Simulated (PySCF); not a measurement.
Job for PySCF: D3(BJ) and D4 dispersion corrections on CH6GeO (a complex), monomers drawn apart or pushed together.

```python
from pyscf import gto
from pyscf.dispersion import dftd3, dftd4

mol = gto.M(
    atom='''
    C     0.39168889   -0.27633508   -0.19057550
    O     0.82725571    0.51951869    0.59446591
    H    -0.25214035   -1.11790492    0.12813184
    H     0.61155921   -0.20924052   -1.27282901
    Ge   -0.42874315   -0.32843608    4.88673101
    H    -0.99503726   -1.30334776    3.84074412
    H    -0.91534789    1.09527496    4.59385519
    H     1.10298614   -0.38857549    4.88322906
    H    -0.94642306   -0.76306284    6.27119363
    ''',
    basis='def2-svp',
    charge=0, spin=0, verbose=0, max_memory=1800)
d3, d4 = {}, {}
for xc in ['hf', 'pbe', 'blyp', 'revpbe', 'tpss', 'r2scan', 'b3lyp', 'pbe0', 'bhlyp', 'camb3lyp', 'b2plyp']:
    d3[xc] = float(dftd3.DFTD3Dispersion(mol, xc=xc, version='d3bj', atm=False).get_dispersion()['energy'])
    print(f'D3(BJ) {xc:10s} {d3[xc]:14.8f} Eh')
for xc in ['hf', 'pbe', 'blyp', 'revpbe', 'tpss', 'r2scan', 'b3lyp', 'pbe0', 'bhlyp', 'camb3lyp', 'b2plyp']:
    d4[xc] = float(dftd4.DFTD4Dispersion(mol, xc={'camb3lyp': 'cam-b3lyp'}.get(xc, xc), atm=True).get_dispersion()['energy'])
    print(f'D4     {xc:10s} {d4[xc]:14.8f} Eh')
```

Program output:

```
D3(BJ) hf            -0.03135182 Eh
D3(BJ) pbe           -0.00329107 Eh
D3(BJ) blyp          -0.00688986 Eh
D3(BJ) revpbe        -0.00838277 Eh
D3(BJ) tpss          -0.00409849 Eh
D3(BJ) r2scan        -0.00099146 Eh
D3(BJ) b3lyp         -0.00563470 Eh
D3(BJ) pbe0          -0.00283336 Eh
D3(BJ) bhlyp         -0.00441038 Eh
D3(BJ) camb3lyp      -0.00257057 Eh
D3(BJ) b2plyp        -0.00260080 Eh
D4     hf            -0.01090587 Eh
D4     pbe           -0.00287838 Eh
D4     blyp          -0.00632547 Eh
D4     revpbe        -0.00968286 Eh
D4     tpss          -0.00386213 Eh
D4     r2scan        -0.00081430 Eh
D4     b3lyp         -0.00454406 Eh
D4     pbe0          -0.00244218 Eh
D4     bhlyp         -0.00326357 Eh
D4     camb3lyp      -0.00246289 Eh
D4     b2plyp        -0.00201494 Eh
```

The run finished.

Cost: very roughly 0.04 core-seconds.
